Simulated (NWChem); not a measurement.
# HgCl cation; SMILES [Cl][Hg+]

```xyz
2

Hg     0.0000     0.0000    -0.4214
Cl     0.0000     0.0000     1.8568
```
Atoms are numbered in this order, from 1.

Level: PBE0/def2-SVP with def2 effective core potentials on Hg (NWChem), optimised geometry, unscaled harmonic frequencies. def2 effective core potentials on Hg; no spin-orbit coupling.

Question: List the harmonic frequencies with IR intensities, and the thermochemistry.

Answer: 
```
frequency (cm⁻¹)  IR intensity (km/mol)
----------------  ---------------------
359                                 0.1
```

| Property | Result |
|---|---|
| zero-point energy | 0.5 kcal/mol |
| thermal correction to the enthalpy at 298.15 K (with zero-point energy) | 2.8 kcal/mol |
| heat capacity Cv | 6.5 cal/(mol K) |
| entropy at 298.15 K and 1 atm (symmetry number 1) | 60.4 cal/(mol K) |

Rigid rotor and harmonic oscillator.
